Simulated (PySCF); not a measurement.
A TDDFT job was run through a driver script with this input:

```
{"job": {"kind": "uv", "xc": "wB97X-D", "basis": "def2-SVPD", "nstates": 8, "ntriplets": 3}, "charge": 0, "multiplicity": 1}
F      1.213800     1.904734    -0.225261
B      1.169210     0.600645    -0.070547
F      1.957600     0.134352     0.870689
C      0.204642    -0.325641    -0.918498
B     -1.211037    -0.425823    -0.217538
F     -1.395799    -1.260290     0.780940
Br    -2.682540     0.614420    -0.712630
H      0.648045    -1.321084    -0.976929
H      0.109641     0.084681    -1.924276
```

Computed, not measured: TDDFT wB97X-D/def2-SVPD, vertical, gas phase, core orbitals frozen in the response (PySCF 2.14.0, density-fitted response routines). Job line and output are in the format of a driver script around the code.

Q: Give the output without the SCF cycles.

A: 
```
converged SCF energy = -2962.2991880088

Static polarisability (au): isotropic 58.625, principal 50.113 54.866 70.897

Singlet excitations
state   eV       nm        f      main configurations
  1   6.2654    197.9   0.00257   H->L 0.94
  2   7.2053    172.1   0.14353   H-1->L 0.82, H-2->L 0.11
  3   7.3254    169.3   0.01168   H-2->L 0.81, H-1->L 0.10
  4   8.0799    153.4   0.06849   H->L+1 0.83
  5   8.5134    145.6   0.06855   H-1->L+1 0.62, H->L+3 0.10
  6   8.5610    144.8   0.04817   H->L+3 0.40, H-1->L+1 0.20, H-3->L 0.12
  7   8.6238    143.8   0.04333   H-3->L 0.61, H->L+3 0.17
  8   9.0742    136.6   0.00864   H-1->L+3 0.58, H-1->L+2 0.09

Triplet excitations (Tamm-Dancoff, eV): 6.0546 6.3210 6.8233
```

Isolated species at its GFN2-xTB geometry (one conformer only). The wB97X-D/def2-SVPD calculation is non-relativistic and has no spin–orbit coupling, an omission that weighs most on bromine.

H and L stand for HOMO and LUMO.

The values belong to the conformer `[F:1][B:2]([F:3])[CH2:4][B:5]([F:6])[Br:7]`: F1–B2–C4–B5 -87°, B2–C4–B5–F6 -81°.

The pairwise dispersion term of wB97X-D wasn't added to the energies; at a given geometry it leaves orbitals and properties as they are.
